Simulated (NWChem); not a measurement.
System: BeH2SeO; SMILES [OH][Be][SeH]

```xyz
5

Be     0.0089    -1.2037    -0.0140
O      0.0178    -2.6093    -0.0419
H      0.0283    -3.3881     0.5073
Se     0.0362     0.8297    -0.0034
H     -1.4363     0.8666     0.0007
```
Atoms are numbered in this order, from 1.

Program: NWChem. Pople sets run with spherical d functions. The geometry was optimised at PBE0/def2-SVP. LC-ωPBE (HJS hole) with 6-31G*; x = 1 − exp(−ω/0.25 bohr⁻¹) is a scale chosen for this fit.

| row | x | −ε(HOMO) (eV) |
|---|---|---|
| ω = 0.05 | 0.181 | 6.49 |
| ω = 0.10 | 0.330 | 7.20 |
| ω = 0.40 | 0.798 | 9.58 |
| ω = 0.50 | 0.865 | 9.91 |
| ω = 0.80 | 0.959 | withheld |

Question: Fit a straight line of the last column on the one before it, predict the withheld value, and compare with the run.

Answer: 
1. Means of the 4 shown rows: x = 0.5435, y = 8.295. Slope Σ(x − x̄)(y − ȳ)/Σ(x − x̄)² = 1.734/0.3451 = 5.025; intercept 5.564.
2. The shown rows scatter about the line by 0.014 (root mean square); the largest residual is -0.02, at ω = 0.10.
3. At x = 0.959 (ω = 0.80; beyond the shown range) the line gives 10.38.
4. The run gives 10.35, -0.03 from the line.
